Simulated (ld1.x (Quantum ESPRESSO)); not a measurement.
# Configuration tests for germanium (Ge) (RRKJ)

| Property | Result |
| --- | --- |
| Element | germanium |
| Generator | ld1.x (Quantum ESPRESSO) 7.5 |
| Type | norm-conserving RRKJ (Kleinman–Bylander form) |
| Functional | PBE |
| Relativity | fully relativistic |
| Frozen core | [Ar] |
| Valence charge | 14 |
| Reference configuration | 3d10 4s2 4p2 |
| Partial waves | 4s (bound): rc 1.62 bohr; 4p (bound): rc 2.14 bohr; 3d (bound): rc 1.10 bohr; 4f channel at 0.2 Ry: rc 2.24 bohr |
| Local potential | all-electron potential smoothed inside 0.88 bohr (lloc = -1) |
| Core correction | none |
| rho0 | 0.02 |

Open shells are filled in proportion to 2j + 1 (rel_dist='average').

Energies are relative to the spin-unpolarised reference configuration 3d10 4s2 4p2; without spin polarisation the order of configurations can differ from experiment.

Question: Give the all-electron excitation energy and the error of the potential for: 3d10 4s2 4p1; 3d10 4s2 4p0; 3d10 4s1 4p0; 3d9 4s2 4p3; 3d10 4s1 4p3; 3d10 4s0 4p4; 3d10 4s0 4p0.

Answer:

```csv
valence configuration,charge,ΔE all-electron (eV),error AE − PS (meV)
3d10 4s2 4p1,+1,7.446,+4.5
3d10 4s2 4p0,+2,22.888,+8.0
3d10 4s1 4p0,+3,57.679,+64
3d9 4s2 4p3,0,29.620,+563
3d10 4s1 4p3,0,7.969,+3.0
3d10 4s0 4p4,0,16.188,+19
3d10 4s0 4p0,+4,104.022,+246
```

Levels in the configuration 3d10 4s1 4p3:

```json
{"level": "3d j=3/2", "all-electron (eV)": "-31.392", "pseudo (eV)": "-31.361"}
{"level": "3d j=5/2", "all-electron (eV)": "-30.806", "pseudo (eV)": "-30.774"}
{"level": "4s j=1/2", "all-electron (eV)": "-12.684", "pseudo (eV)": "-12.666"}
{"level": "4p j=1/2", "all-electron (eV)": "-4.721", "pseudo (eV)": "-4.710"}
{"level": "4p j=3/2", "all-electron (eV)": "-4.516", "pseudo (eV)": "-4.506"}
```

These tests converged, but a pseudo level misses the all-electron one widely, so the file describes the atom poorly there or has found another state: 3d9 4s2 4p3: 3d by 3.1 eV.

Note: ghost state, extra bound levels that the all-electron valence spectrum of the same l lacks: s at -169.1 eV. A true bound ghost makes a file unfit for plane-wave use.
